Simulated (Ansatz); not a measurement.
`CBN([SiH3])[SiH3]` + HCl → `CBCl` + `[SiH3]N[SiH3]`  (ligand exchange at a B–N bond)

Calculated with Ansatz (gas phase, PBE0-D4/def2-TZVP geometries, no zero-point term in ΔE). CCSD(T)/CBS adds triple-zeta CCSD(T) − MP2 to the extrapolated MP2 energy (def2 sets, frozen cores). This one scheme is used for every species. DFT in def2-TZVPP. Each species was taken in one conformer, which may not be the lowest.

```csv
level,ΔE (kJ/mol)
PBE-QIDH,12.9
PBE0,8.3
```

Problem. What does CCSD(T)/CBS give? (Estimate.)

Solution. The calculation gave: +17.6 kJ/mol. The listed levels differ from it by -4.7, -9.3 kJ/mol.

Largest T1 diagnostic among the species: 0.012.

In def2-TZVPP, CCSD(T) changes the Hartree–Fock value by +20.1 kJ/mol (the triples alone add +2.4 kJ/mol) and MP2 by +18.3 kJ/mol. The D4 term adds +11.3 kJ/mol with B3LYP and +6.5 kJ/mol with PBE0; it sums over pairs of atoms, weighted by their polarisabilities, and B3LYP, whose exchange is more repulsive, gets the larger term. Leaving LDA and LC-ωPBE aside and taking each functional with its dispersion term where it has one, the values, not all of them listed here, spread over 7.5 kJ/mol, from B97M-V to revPBE-D4. LDA lies +14.8 kJ/mol from PBE without D4.

B3LYP here is the variant with VWN-RPA as its local correlation; programs differ in this.
